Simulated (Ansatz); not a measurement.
Zn3F4⁺, relaxed as a doublet with UKS r2SCAN-D4/def2-SVP in Ansatz, starting from the GFN1-xTB geometry. Force threshold 0.02 eV/Å.

The structure comes from a short search, and lower isomers may exist.

Start:

```tsv
atom	x (Å)	y (Å)	z (Å)
Zn1	-0.3446	-1.3754	0.4783
Zn2	1.5052	0.2777	-1.1285
Zn3	-0.7170	1.1669	0.5939
F4	-1.6753	-0.2502	0.0578
F5	0.4299	-0.0029	1.3967
F6	0.6895	-1.8361	-0.7839
F7	0.1122	2.0200	-0.6143
```

(1) Estimate the energy that the relaxation releases and the steps that it takes.

(2) Does the start keep its bonding and symmetry?

(3) Predict the relaxed structure.

## Answers

(1) 1.52 eV, in 8 steps; 63 s on 4 threads of AMD EPYC on a shared host. The force fell under the threshold at step 7, but the optimiser went on. No frequencies were taken in this run, so the end may be a saddle point.

(2) Bonds formed: Zn2–F6, Zn2–F7 (atoms count from 1). The end is the same structure that another start reached. Point group Cs at the start, C2v at the end, both within 0.05 Å.

(3) 
Cartesian coordinates in Å:
```
Zn -0.354 -1.434 0.556
Zn 1.525 0.305 -1.711
Zn -0.748 1.214 0.677
F -1.827 -0.277 0.119
F 0.061 -0.075 1.853
F 0.890 -1.333 -0.813
F 0.454 1.601 -0.680
```
Bond lengths (bridged metal pairs left out): 8 × F–Zn 1.85 to 1.97 Å.
